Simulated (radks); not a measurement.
Species: Bi43+. Configuration: [Kr] 4d4. All-electron calculation, Dirac Kohn-Sham, exchange-only PBE, spin-unpolarised, spherical densities, finite nucleus; open shells fill j = l - 1/2 first; Fermi nuclear charge, rms radius 5.5211 fm. Program: a radial shooting solver on a logarithmic mesh with Libxc functionals.

Spin-orbit splittings of the eigenvalues, e(l+1/2) - e(l-1/2), with zeta = 2 splitting/(2l+1) and mean radii in bohr:

| shell | occ. | splitting (eV) | zeta (eV) | <r> j=l-1/2 | <r> j=l+1/2 |
|---|---|---|---|---|---|
| 2p | 6 | 2320 | 1547 | 0.05387 | 0.06290 |
| 3p | 6 | 531.9 | 354.6 | 0.1599 | 0.1756 |
| 3d | 10 | 113.4 | 45.37 | 0.1522 | 0.1569 |
| 4p | 6 | 167.0 | 111.4 | 0.3418 | 0.3658 |
| 4d | 4 | 35.11 | 14.04 | 0.3539 | 0.3606 |
